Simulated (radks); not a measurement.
Valence configurations of Rb I (all share [Kr]). Calculated with a radial shooting solver on a logarithmic mesh with Libxc functionals: scalar-relativistic Kohn-Sham, PBEsol, spin-unpolarised, spherical densities, finite nucleus; Fermi nuclear charge, rms radius 4.2036 fm. Energies are relative to 5s1; eigenvalues in eV.

| valence | E (eV) | e(4d) | e(5p) | e(5s) |
|---|---|---|---|---|
| 5s1 | 0.000 | - | - | -2.222 |
| 5s0.5 5p0.5 | 0.743 | - | -1.069 | -2.557 |
| 5p1 | 1.492 | - | -1.326 | - |
| 4d1 | 2.211 | -0.626 | - | - |

NIST lists [Kr] 5s1 as the ground configuration; this level of theory agrees among the configurations tried. The energies are those of spherical spin-averaged densities, not of single terms.
